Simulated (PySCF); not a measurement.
Species, as SMILES: FS(=O)F.
Geometry (B3LYP-D3(BJ)/def2-TZVP, fixed):
```xyz
4

O      1.3619    -0.1486    -0.3569
S      0.1670    -0.0077     0.4048
F     -0.6344     1.2320    -0.2285
F     -0.8731    -1.0862    -0.1739
```
Charge 0, spin multiplicity 1.

Basis-set convergence of the mean static polarisability at PBE with PySCF. All functions are spherical. Density fitting with generated auxiliary sets. No added dispersion term, no relativity. Reference: the value in aug-cc-pV(Q+d)Z, 28.24 bohr³, itself unsure by roughly 0.5 % (its mean distance from aug-pcseg-2, aug-cc-pV(T+d)Z). Deviations are taken from unrounded values. Cost is core time over that of cc-pV(D+d)Z, rough, on shared machines of one kind; a dash marks a row that isn't timed (too short, read off another run, short of memory, by another algorithm or on other hardware).

```csv
basis,functions,mean static polarisability (bohr³),minus reference (%),cost
6-31G,40,19.15,-32.2,-
pcseg-0,40,17.21,-39.0,-
cc-pV(D+d)Z,65,19.06,-32.5,1×
6-311G**,80,20.27,-28.2,1×
Sadlej pVTZ,104,28.31,0.3,2×
"6-311++G(2d,2p)",116,25.95,-8.1,2×
pcseg-2,124,23.50,-16.8,3×
def2-TZVP,130,23.43,-17.0,3×
def2-TZVPP,135,23.45,-17.0,3×
"6-311++G(3df,3pd)",164,27.29,-3.4,3×
jun-cc-pV(T+d)Z,165,27.99,-0.9,4×
def2-TZVPD,166,28.23,0.0,4×
def2-TZVPPD,171,28.23,0.0,5×
cc-pV(Q+d)Z,229,25.25,-10.6,9×
def2-QZVPP,241,26.10,-7.6,9×
pcseg-3,244,26.92,-4.7,10×
def2-QZVPPD,277,28.29,0.2,10×
aug-cc-pV(Q+d)Z,329,28.24,0.0,10×
```

The smallest set listed that lies within 2 % of the reference with all its larger relatives (same family, alike in diffuse functions; a set with none counts only in the reference's own line) is jun-cc-pV(T+d)Z (165 functions, 4× in cost, -0.9 % off). Inside, with no larger relative to test it: Sadlej pVTZ. (Relatives not listed, tested too: aug-cc-pV(T+d)Z -0.8 %.)
